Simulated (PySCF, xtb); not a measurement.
(3R)-1-fluoro-3-methylcyclobutene (C5H7F), SMILES C1=C(F)C[C@H]1C.

Harmonic wavenumbers (cm⁻¹) from GFN2-xTB in xtb at its own minimum, in rising order: 134, 209, 297, 408, 417, 457, 641, 778, 849, 918, 937, 993, 1032, 1048, 1082, 1143, 1167, 1193, 1209, 1284, 1321, 1406, 1449, 1493, 1497, 1730, 2954, 3000, 3012, 3034, 3038, 3042, 3157.

### Question
What does r2SCAN-D4/def2-SVP (PySCF 2.14.0) give at its own minimum? (The exact figures need the calculation; the answer reports its results.)

### Answer
138, 256, 312, 438, 442, 452, 646, 784, 817, 886, 919, 983, 1029, 1058, 1074, 1156, 1161, 1198, 1228, 1333, 1349, 1384, 1443, 1464, 1468, 1729, 3024, 3030, 3043, 3107, 3122, 3123, 3228. Paired by order, the mean absolute difference is 27 cm⁻¹ and the zero-point energies are 66.2 and 66.9 kcal/mol.
